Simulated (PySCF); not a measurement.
PySCF input for C₃H₉NOSi, SMILES CN1C[SiH](O)C1, IEF-PCM-PBE0/def2-SVP. Geometry optimised at r2SCAN-D4/def2-SVP. The structure was generated by enumeration, and PubChem lists no compound with its InChIKey, so it may never have been made. Other conformers were not sampled.

```python
import numpy as np
from pyscf import gto, scf, dft
from pyscf.solvent import pcm

mol = gto.M(
    atom='''
    C    -2.48691659    0.30743760    0.00000000
    N    -1.04473536    0.34192962    0.00000000
    C    -0.36336489   -0.27439246   -1.15637233
    Si    1.12904764   -0.45362978   -0.00000000
    O     2.23921043    0.78703920    0.00000000
    C    -0.36336489   -0.27439247    1.15637233
    H    -2.88950769   -0.73336269   -0.00000000
    H    -2.87812053    0.82362191    0.89197067
    H    -2.87812053    0.82362192   -0.89197066
    H    -0.34704454    0.36685309   -2.05517630
    H    -0.80075158   -1.26172770   -1.44407210
    H     1.95322956   -1.69083458   -0.00000000
    H     1.86278675    1.67578258    0.00000001
    H    -0.34704454    0.36685309    2.05517630
    H    -0.80075159   -1.26172770    1.44407210
    ''',
    basis='def2-SVP',
    charge=0,
    spin=0,
    max_memory=1600,
    verbose=3,
)
mf = dft.RKS(mol, xc='pbe0').density_fit(auxbasis='def2-universal-jkfit')
mf.grids.level = 3
mf.conv_tol = 1e-9
mf.max_cycle = 100
mf.kernel()
res = {}
for name, eps in {'water': 78.355, 'cyclohexanone': 15.619, 'chlorobenzene': 5.6968}.items():
    s = mf.PCM()
    s.with_solvent.method, s.with_solvent.eps, s.with_solvent.lebedev_order = 'IEF-PCM', eps, 17
    s.kernel(mf.make_rdm1())
    res[name] = (s.e_tot, eps, s.dip_moment(), s.mo_energy, s.converged)
    print(f'{name}: electrostatic solvation free energy {(s.e_tot - mf.e_tot) * 627.509474:.3f} kcal/mol')
```

Program output:

```
converged SCF energy = -538.524374481191

WARN: PCM is an experimental feature. It is still in testing.
Features and APIs may be changed in the future.

converged SCF energy = -538.531125558935
Dipole moment(X, Y, Z, Debye): -1.62106,  0.33472,  0.00000
water: electrostatic solvation free energy -4.236 kcal/mol

WARN: PCM is an experimental feature. It is still in testing.
Features and APIs may be changed in the future.

converged SCF energy = -538.530566565968
Dipole moment(X, Y, Z, Debye): -1.59145,  0.33906,  0.00000
cyclohexanone: electrostatic solvation free energy -3.886 kcal/mol

WARN: PCM is an experimental feature. It is still in testing.
Features and APIs may be changed in the future.

converged SCF energy = -538.529468375224
Dipole moment(X, Y, Z, Debye): -1.53448,  0.34537,  0.00000
chlorobenzene: electrostatic solvation free energy -3.196 kcal/mol
```

The run converged.
